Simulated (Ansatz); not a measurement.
`Br[SiH2]C1=CN1` + H₂Se → `[SeH][SiH2]Br` + `C1=CN1` at 400 K and 1 bar (ligand exchange at the Si–C bond).

Calculated with Ansatz (gas phase, PBE0-D4/def2-TZVP geometries, no zero-point term in ΔE). CCSD(T)/CBS adds triple-zeta CCSD(T) − MP2 to the extrapolated MP2 energy (def2 sets, frozen cores). For Br, Se outer-core shells are correlated without core-valence functions, which leaves a few kJ/mol of doubt a bond. Scalar relativity is left out up to krypton. Each species was taken in one conformer, which may not be the lowest.

```json
{"species": "`Br[SiH2]C1=CN1`", "CCSD(T)/CBS energy (Eh)": "-2995.53136", "H − E (kJ/mol)": "172.4", "S (J/(mol·K))": "385.5"}
{"species": "H₂Se", "CCSD(T)/CBS energy (Eh)": "-2401.89790", "H − E (kJ/mol)": "49.4", "S (J/(mol·K))": "229.5"}
{"species": "`[SeH][SiH2]Br`", "CCSD(T)/CBS energy (Eh)": "-5264.97418", "H − E (kJ/mol)": "94.9", "S (J/(mol·K))": "354.9"}
{"species": "`C1=CN1`", "CCSD(T)/CBS energy (Eh)": "-132.46664", "H − E (kJ/mol)": "132.8", "S (J/(mol·K))": "265.7"}
```

H − E and S are ideal-gas, rigid-rotor, harmonic terms from PBE0-D4/def2-TZVP, for one conformer and one mirror image of each species. 1 Eh = 2625.50 kJ/mol, R = 8.31446 J/(mol·K).

By hand: ΔE, ΔH, ΔS and ΔG.

ΔE = (-5264.97418) + (-132.46664) − (-2995.53136) − (-2401.89790) = -0.01156 Eh = -30.4 kJ/mol. Δ(H − E) = 94.9 + 132.8 − 172.4 − 49.4 = 5.9, so ΔH = -24.5 kJ/mol. ΔS = 354.9 + 265.7 − 385.5 − 229.5 = 5.6 J/(mol·K). ΔG = -24.5 − 400 × (5.6)/1000 = -26.7 kJ/mol.

By hand: the equilibrium constant, and the temperature at which ΔG would vanish if ΔH and ΔS stayed fixed.

log₁₀ K = −ΔG/(RT ln 10) = 3.5. ΔH and −TΔS have one sign here, so there is no such temperature.

The number of gas molecules stays the same, so ΔS is small and ΔH decides. A doubt of 5 kJ/mol in ΔE shifts log₁₀ K by 0.7 here. Other conformers and mirror images would add mixing entropy, several J/(mol·K) or more a flexible species. These are equilibria of isolated gas molecules and say nothing of rates. Largest T1 diagnostic: 0.011 (customary marks: 0.02 for closed shells, 0.045 for open ones).

ΔS is within the doubt of such terms, so its sign, and with it that verdict, could turn.
